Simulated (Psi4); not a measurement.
HAlClFO, singlet, geometry from GFN2-xTB (such geometries of metal compounds can be far from the true shape); CCSD/cc-pVDZ in Psi4.

The Psi4 input:
```
memory 2 GB

molecule mol {
0 1
Al    0.165795    0.132861   -0.316248
F     1.808627    0.253154   -0.465768
Cl   -0.667113   -0.575583    1.374743
O    -0.768158    0.604371   -1.578109
H    -0.946783    0.944349   -2.442612
}

set {
  basis cc-pvdz
  reference rhf
  freeze_core true
}

energy('ccsd')
print_variables()
```

Problem. What does Psi4 print? Leave out banner, timings and long lists.

Solution. 
```
   => Loading Basis Set <=

    Name: CC-PVDZ
    Role: ORBITAL
    Keyword: BASIS

         ---------------------------------------------------------
                                   SCF
               by Justin Turney, Rob Parrish, Andy Simmonett
                          and Daniel G. A. Smith
                              RHF Reference
         ---------------------------------------------------------

  ==> Geometry <==

    Molecular point group: c1
    Full point group: C1

    Geometry (in Angstrom), charge = 0, multiplicity = 1:

       Center              X                  Y                   Z               Mass
    ------------   -----------------  -----------------  -----------------  -----------------
         AL           0.142666830860     0.144239689416    -0.346753243210    26.981538530000
         F            1.785498830860     0.264532689416    -0.496273243210    18.998403162730
         CL          -0.690241169140    -0.564204310584     1.344237756790    34.968852682000
         O           -0.791286169140     0.615749689416    -1.608614243210    15.994914619570
         H           -0.969911169140     0.955727689416    -2.473117243210     1.007825032230

  Running in c1 symmetry.

  Rotational constants: A =      0.22844  B =      0.10974  C =      0.07413 [cm^-1]
  Rotational constants: A =   6848.58951  B =   3289.84048  C =   2222.31322 [MHz]
  Nuclear repulsion =  201.271635051783960

  Charge       = 0
  Multiplicity = 1
  Electrons    = 48
  Nalpha       = 24
  Nbeta        = 24

  ==> Algorithm <==

  SCF Algorithm Type is PK.
  DIIS enabled.
  MOM disabled.
  Fractional occupation disabled.
  Guess Type is SAD.
  Energy threshold   = 1.00e-08
  Density threshold  = 1.00e-08
  Integral threshold = 1.00e-12

  ==> Primary Basis <==

  Basis Set: CC-PVDZ
    Blend: CC-PVDZ
    Number of shells: 31
    Number of basis functions: 69
    Number of Cartesian functions: 73
    Spherical Harmonics?: true
    Max angular momentum: 2

  ==> Integral Setup <==

  Using in-core PK algorithm.
   Calculation information:
      Number of atoms:                   5
      Number of AO shells:              31
      Number of primitives:            149
      Number of atomic orbitals:        73
      Number of basis functions:        69

      Integral cutoff                 1.00e-12
      Number of threads:                 1

  Performing in-core PK
  Using 5834640 doubles for integral storage.
  We computed 116569 shell quartets total.
[...]
  @RHF Final Energy:  -876.50804653482612
    Total Energy =                       -876.5080465348261214
[...]
    10        -0.581993545798854    3.403e-06    0.012138    0.039026    0.039026    0.126007
    11        -0.581993547564675    1.275e-06    0.012138    0.039025    0.039025    0.126007
    12        -0.581993531540428    4.839e-07    0.012138    0.039025    0.039025    0.126007
    13        -0.581993534269129    2.062e-07    0.012138    0.039025    0.039025    0.126007
    14        -0.581993534326838    7.506e-08    0.012138    0.039025    0.039025    0.126007

    Iterations converged.

    Largest TIA Amplitudes:
              6   1         0.0270091399
              8   1         0.0242273370
              9   3        -0.0156626169
              5   2        -0.0148479522
              4   0         0.0134598131
              5  11        -0.0107266853
              3   0         0.0106174811
              6   9        -0.0098385273
              5   4         0.0084812819
              4   7        -0.0083404274

    Largest TIjAb Amplitudes:
      8   8  23  23        -0.0352005154
      6   6  27  27        -0.0349677959
     10  10  14  14        -0.0323436279
     11  11  18  18        -0.0293576753
     10  10  18  18        -0.0286218705
      9   9  24  24        -0.0269526957
      4   4  28  28        -0.0262214750
      8   9  23  24        -0.0212878492
      9   8  24  23        -0.0212878492
      4   6  28  27        -0.0208765504

    SCF energy       (wfn)                    = -876.508046534826121
    Reference energy (file100)                = -876.508046534825553

    Opposite-spin MP2 correlation energy      =   -0.410629043455317
    Same-spin MP2 correlation energy          =   -0.153302760005471
    Singles MP2 correlation energy            =   -0.000000000000000
    MP2 correlation energy                    =   -0.563931803460788
      * MP2 total energy                      = -877.071978338286385

    Opposite-spin CCSD correlation energy     =   -0.444577618191534
    Same-spin CCSD correlation energy         =   -0.137415916135304
    Singles CCSD correlation energy           =    0.000000000000000
    CCSD correlation energy                   =   -0.581993534326838
      * CCSD total energy                     = -877.090040069152337

  Variable Map:
  ----------------------------------------------------------------------------
[...]
  Array Variable Map:
  ----------------------------------------------------------------------------
[...]
[...]
```
